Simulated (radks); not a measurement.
Fractional charge and spin in the 4p shell of palladium: the spin-up occupation runs from 2 to 3 and the spin-down occupation from 2 to 3; the fullest corner is Pd3+, [Ar] 3d10 4s2 4d(up 3.5, down 3.5) 4p(up 3, down 3). Calculated with a radial shooting solver on a logarithmic mesh with Libxc functionals: scalar-relativistic Kohn-Sham, PBE, spin-polarised, spherical densities, point nucleus. Energy (eV) minus the two flat planes that join the four corners (they meet along the diagonal where the two added fractions sum to one electron); zero is where a piecewise linear energy would lie.

\begin{tabular}{lrrrrr}
down \ up & 2 & 2.25 & 2.5 & 2.75 & 3 \\ \hline
2 & 0.000 & -1.752 & -2.327 & -1.738 & 0.000 \\
2.25 & -1.752 & -2.254 & -1.594 & 0.214 & -1.653 \\
2.5 & -2.327 & -1.594 & 0.285 & -1.512 & -2.193 \\
2.75 & -1.738 & 0.214 & -1.512 & -2.123 & -1.636 \\
3 & 0.000 & -1.653 & -2.193 & -1.636 & 0.000 \\
\end{tabular}

Corners above the fullest one (they belong to Pd4+ and the next ion): (up 3, down 2) 100.08 eV, (up 2, down 3) 100.08 eV, (up 2, down 2) 219.40 eV. With half an added electron in each spin the energy lies 0.285 eV from the planes, and with half an added electron in spin up alone -2.327 eV. The planes are only a guide here: the flat-plane condition holds for ground states with one frontier orbital, while this shell lies below other occupied shells, so the corners above the fullest one are inner-hole states and not the ground states of those ions.
